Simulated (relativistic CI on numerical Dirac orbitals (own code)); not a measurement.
## Ligand-field terms of d6

Computed with a parametric ligand-field model of a d^n configuration (Racah B and C, spin-orbit zeta, crystal field), exact diagonalisation.

Field parameters in Wybourne normalisation: Oh B⁴₀ = 21Dq, B⁴₄ = √(5/14) B⁴₀; Td as Oh with Dq negative (B⁴₀ = 21Dq, B⁴₄ = √(5/14) B⁴₀). The field is a parameter set, without covalency.

A d6 ion in Oh symmetry has the ground term 1A1 and bands at 3T1 28314 cm⁻¹ (353 nm), 3T2 34941 cm⁻¹ (286 nm), 1T1 36572 cm⁻¹ (273 nm), 5T2 44548 cm⁻¹ (224 nm), 1T2 49926 cm⁻¹ (200 nm), 1T2 74903 cm⁻¹ (134 nm), 1E 75255 cm⁻¹ (133 nm). Which parameters reproduce them?

B = 970, C = 3860, ζ = 0 cm⁻¹, Oh, 10Dq = 39250 cm⁻¹.

Ground term and bands for B = 320, C = 1220, ζ = 0 cm⁻¹, Td, 10Dq = -6250 cm⁻¹?

Ground term 5E with 3.00 electrons in the two orbitals of the cubic e set. Spin-allowed: 5T2 6250 cm⁻¹ (1600 nm). Lowest spin-forbidden: 3T1 1190 cm⁻¹, 1T2 4640 cm⁻¹ (2155 nm), 1E 5104 cm⁻¹ (1959 nm).

Ground term and bands for B = 850, C = 3810, ζ = 0 cm⁻¹, Oh, 10Dq = 31000 cm⁻¹?

Ground term 1A1 with 0.04 electrons in the two orbitals of the cubic e set. Spin-allowed: 1T1 28446 cm⁻¹ (352 nm), 1T2 39875 cm⁻¹ (251 nm), 1T2 58457 cm⁻¹ (171 nm), 1E 58985 cm⁻¹ (170 nm). Lowest spin-forbidden: 3T1 20325 cm⁻¹ (492 nm), 3T2 25968 cm⁻¹ (385 nm), 5T2 29178 cm⁻¹ (343 nm).

Ground term and bands for B = 710, C = 3250, ζ = 0 cm⁻¹, Oh, 10Dq = 6300 cm⁻¹?

Ground term 5T2 with 2.00 electrons in the two orbitals of the cubic e set. Spin-allowed: 5E 6300 cm⁻¹ (1587 nm). Lowest spin-forbidden: 3T1 11514 cm⁻¹ (868 nm), 1A1 13828 cm⁻¹ (723 nm), 3T2 13999 cm⁻¹ (714 nm).

A d6 ion in Oh symmetry has the ground term 1A1 and bands at 3T1 17360 cm⁻¹ (576 nm), 5T2 22417 cm⁻¹ (446 nm), 3T2 22929 cm⁻¹ (436 nm), 1T1 26270 cm⁻¹ (381 nm), 1T2 37597 cm⁻¹ (266 nm), 1T2 54148 cm⁻¹ (185 nm), 1E 54829 cm⁻¹ (182 nm). Which parameters reproduce them?

B = 860, C = 4190, ζ = 0 cm⁻¹, Oh, 10Dq = 29000 cm⁻¹.
